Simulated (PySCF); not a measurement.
Ligands exchanged one at a time, Al OH-SiH3. Isolated molecules, 0 K electronic values unless said otherwise. One relaxed conformer stands for each flexible species; it need not be the lowest. Strings in code marks are SMILES.

The LUMO from two functionals at the same geometries (B3LYP-D3(BJ)/def2-TZVP), both in PySCF: PBE-D3(BJ)/def2-TZVP and B3LYP-D3(BJ)/def2-TZVP. B3LYP has the VWN-RPA correlation part, as in Gaussian. 

```
species                                                                         B3LYP-D3(BJ)/def2-TZVP (eV)
------------------------------------------------------------------------------  ---------------------------
0 of 3 OH replaced by SiH3                                                                            -0.80
1 of 3 OH replaced by SiH3                                                                            -0.87
2 of 3 OH replaced by SiH3 (`[SiH3][Al]([OH])[SiH3]` (H–O–Al–Si torsion 180°))                        -2.00
3 of 3 OH replaced by SiH3 (`[SiH3][Al]([SiH3])[SiH3]`)                                               -2.77
```

What does PBE-D3(BJ)/def2-TZVP give for each?


- 0 of 3 OH replaced by SiH3: -1.31
- 1 of 3 OH replaced by SiH3: -1.45
- 2 of 3 OH replaced by SiH3 (`[SiH3][Al]([OH])[SiH3]` (H–O–Al–Si torsion 180°)): -2.57
- 3 of 3 OH replaced by SiH3 (`[SiH3][Al]([SiH3])[SiH3]`): -3.35
Over these rows, drawn at random from the members with no instability flagged (it was tested for open shells, ions and some series alone), PBE minus B3LYP-D3(BJ): mean -0.56 eV, from -0.59 eV to -0.51 eV.
